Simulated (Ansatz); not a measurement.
Start from `[GeH3][CH2][GeH3]` and change one atom or group to get `Cl[CH2][GeH3]`.

Ansatz, PBE0-D4/def2-TZVP geometries, multiplicity 1. 

Scalar relativity is left out up to krypton.

```
                                      property  `[GeH3][CH2][GeH3]`
zero-point energy (PBE0-D4/def2-TZVP) / kJ/mol                192.6
size of the dipole moment (PBE/def2-TZVPP) / D                 0.76
           HOMO–LUMO gap (PBE/def2-TZVPP) / eV                 6.94
           HOMO energy (B3LYP/def2-TZVPP) / eV                -8.26
             HOMO energy (PBE/def2-TZVPP) / eV                -7.30
         LUMO energy (ωB97M-V/def2-TZVPP) / eV                 1.97
```

(1) What does the change do to each property? (An estimate is asked.)

## Answers

(1) The calculation gave: 
```json
{"property": "zero-point energy (PBE0-D4/def2-TZVP) / kJ/mol", "`Cl[CH2][GeH3]`": "135.1", "shift": "-57.5"}
{"property": "size of the dipole moment (PBE/def2-TZVPP) / D", "`Cl[CH2][GeH3]`": "1.55", "shift": "0.79"}
{"property": "HOMO–LUMO gap (PBE/def2-TZVPP) / eV", "`Cl[CH2][GeH3]`": "5.97", "shift": "-0.97"}
{"property": "HOMO energy (B3LYP/def2-TZVPP) / eV", "`Cl[CH2][GeH3]`": "-7.75", "shift": "0.51"}
{"property": "HOMO energy (PBE/def2-TZVPP) / eV", "`Cl[CH2][GeH3]`": "-6.68", "shift": "0.62"}
{"property": "LUMO energy (ωB97M-V/def2-TZVPP) / eV", "`Cl[CH2][GeH3]`": "2.05", "shift": "0.08"}
```

With PBE0 the HOMO rises by 0.49 eV and the LUMO falls by 0.15 eV, so the gap narrows by about 0.64 eV. PBE moves the HOMO by 0.62 eV and ωB97M-V by 0.41 eV. The zero-point energy changes by -57.5 kJ/mol with -9 modes. Dipoles are sizes alone; their direction can turn.

Positive LUMOs are unbound, so they and the gaps depend on the basis.

B3LYP here is the variant with VWN-RPA as its local correlation; programs differ in this.
